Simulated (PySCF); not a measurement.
Mean harmonic wavenumber (cm⁻¹) of eight silicon and germanium compounds: PBE-D3(BJ) beside B3LYP-D3(BJ), computed with PySCF for isolated molecules in the bases named; differences from unrounded values. The eight are the first of their class met in an unordered collection, after screening for sound electronic states; none was chosen by its value. Each level has its own optimised geometry.

```
molecule                                              basis  B3LYP-D3(BJ)  PBE-D3(BJ)  difference
-------------------------------------------------  --------  ------------  ----------  ----------
CH5ClFNSi2, SMILES C1[Si@@H](F)[Si@H](Cl)N1        def2-SVP          1082        1050         -32
ClH7Si3, SMILES [SiH3][SiH2][SiH2]Cl               def2-SVP           987         954         -33
Si(AsH2)(F)3 (AsF₃H₂Si), SMILES [AsH2][Si](F)(F)F  def2-SVP           740         717         -23
C2H7FOSi2, SMILES C([SiH3])([Si@@H](F)C)=O         def2-SVP          1085         [?]         [?]
C3H6F2Si, SMILES C/C=C(\F)[SiH2]F                  def2-SVP          1210         [?]         [?]
CH4ClFOSi2, SMILES F[Si@H]1OC[Si@@H]1Cl            def2-SVP           998         [?]         [?]
ClGeH5SSi, SMILES [SiH2]([S][GeH3])Cl              def2-SVP           936         907         -29
CH₁₀FNSi₃, SMILES N[C@H]([SiH3])[Si@@H](F)[SiH3]   def2-SVP          1109        1075         -34
```

### Question
What belongs in the gaps? (Estimate from the structure and the level; the computed values follow.)

### Answer

- CH4ClFOSi2, SMILES F[Si@H]1OC[Si@@H]1Cl, PBE-D3(BJ): 965
- CH4ClFOSi2, SMILES F[Si@H]1OC[Si@@H]1Cl, difference: -33
- C2H7FOSi2, SMILES C([SiH3])([Si@@H](F)C)=O, PBE-D3(BJ): 1050
- C2H7FOSi2, SMILES C([SiH3])([Si@@H](F)C)=O, difference: -35
- C3H6F2Si, SMILES C/C=C(\F)[SiH2]F, PBE-D3(BJ): 1175
- C3H6F2Si, SMILES C/C=C(\F)[SiH2]F, difference: -35

PBE-D3(BJ) lies below B3LYP-D3(BJ) in 8 and above it in 0 of the eight; the mean signed difference is -32 and the largest -35 cm⁻¹.
